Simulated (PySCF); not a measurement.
A single conformation, fast rotation and ring inversion assumed for equivalent nuclei, no relativistic terms, no solvent model. PBE0/pcSseg-1 with gauge-including orbitals; coordinates at the GFN2-xTB level; PySCF 2.14.

δ = σ(ref) − σ, references computed at the same level: $^{1}$H and $^{13}$C vs TMS. Acid and N–H amide carbonyl carbons lie up to 10 ppm further downfield in solution (hydrogen bonding). Shifts are as computed. Against solution values, carbons near 30 ppm lie about +3 ppm off and those near 130 ppm about +5 ppm; carbons on Cl a further +6 ppm. Of 1309 compounds with measured shifts, 239 miss one by over three times the rms of a fit or turn the order of signals round; such compounds aren't used in these exercises. Carbons bonded to Cl come out too deshielded. OH and NH positions are gas-phase values without hydrogen bonding to other molecules.

Problem. Order these molecules by the shift of their most shielded carbon-bound hydrogen, lowest δ first.
A. O=CO[C@@]1(F)[SiH2]C[C@@H]1F
B. C[C@@H](F)[Si@@H](F)C=O
C. O=C(O)/C=C(\F)C[SiH2]F

Solution. B (1.56 ppm, hydrogen on a methyl carbon), A (1.88 ppm, hydrogen on an sp3 CH2 bonded to Si), C (2.43 ppm, hydrogen on an allylic sp3 CH2 bonded to Si).

Problem. Order these molecules by the shift of their most deshielded carbon, lowest δ first.
A. O=CO[C@@]1(F)[SiH2]C[C@@H]1F
B. O=C(O)/C=C(\F)C[SiH2]F
C. C=C1[SiH2][C@H](Cl)/C1=C\C
D. C[C@@H](F)[Si@@H](F)C=O
E. CC#C[C@H]1C[Si@H](Cl)C1

Solution. E (92.7 ppm, alkyne carbon), C (151.6 ppm, fully substituted alkene carbon), A (170.6 ppm, ester carbonyl carbon), B (181.3 ppm, β carbon of a C=C–C=O unit), D (249.3 ppm, carbonyl carbon).

Problem. How many $^{13}$C and $^{1}$H signals does each give (equivalence by symmetry and fast rotation, but not about amide C–N or C=N bonds)? `C=C1[SiH2][C@H](Cl)/C1=C\C`, `CC#C[C@H]1C[Si@H](Cl)C1`, `O=C(O)/C=C(\F)C[SiH2]F`, `C[C@@H](F)[Si@@H](F)C=O`, `O=CO[C@@]1(F)[SiH2]C[C@@H]1F`

Solution. C=C1[SiH2][C@H](Cl)/C1=C\C: 6 C, 7 H; CC#C[C@H]1C[Si@H](Cl)C1: 5 C, 5 H; O=C(O)/C=C(\F)C[SiH2]F: 4 C, 4 H; C[C@@H](F)[Si@@H](F)C=O: 3 C, 4 H; O=CO[C@@]1(F)[SiH2]C[C@@H]1F: 4 C, 6 H.
